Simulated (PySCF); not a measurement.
# Two-component Hartree-Fock for Fe⁹⁺ (iron, charge +9)

Start: [Ne] 3s2 3p5; 3p1/2 filled at m_j = +1/2; 3p3/2 filled at m_j = -3/2, -1/2, +1/2, +3/2. Calculated with PySCF 2.14 in an even-tempered Gaussian basis (20 s from 0.53 bohr⁻², ratio 2.4; 14 p from 0.69 bohr⁻², ratio 2.4; 5 d from 4.6 bohr⁻², ratio 2.6; 4 f from 6.8 bohr⁻², ratio 2.6): generalised Hartree-Fock with the X2C-1e Hamiltonian and a Gaussian nucleus; one run each with spin-orbit coupling (SO) screened by Boettger's factors, then bare. This is a chosen level, not necessarily the ground level.

```
spinor shell  electrons  ε, screened SO (eV)  ε, bare SO (eV)  weight of nominal j (bare SO)  rms radius, bare SO (bohr)
       1s1/2          2              -7397.5          -7397.5                          1.000                      0.0675
       2s1/2          2              -1106.3          -1106.4                          1.000                       0.287
       2p1/2          2              -979.49          -980.23                          1.000                       0.257
       2p3/2          4              -968.14          -967.80                          1.000                       0.259
       3s1/2          2              -305.66          -305.67                          0.999                       0.785
       3p1/2          1              -266.65          -266.78                          0.999                       0.796
       3p3/2          4              -262.42          -262.37                          0.999                       0.804
```

```tsv
quantity	screened SO	bare SO
E (hartree)	-1242.54506	-1242.54452
M_J	1/2	1/2
⟨J²⟩	0.766	0.764
⟨L²⟩	2.008	2.008
⟨S²⟩	0.753	0.753
```

Each row is a mean over spinors that exchange with the open shell spreads, by up to 3.929 eV (2p1/2).
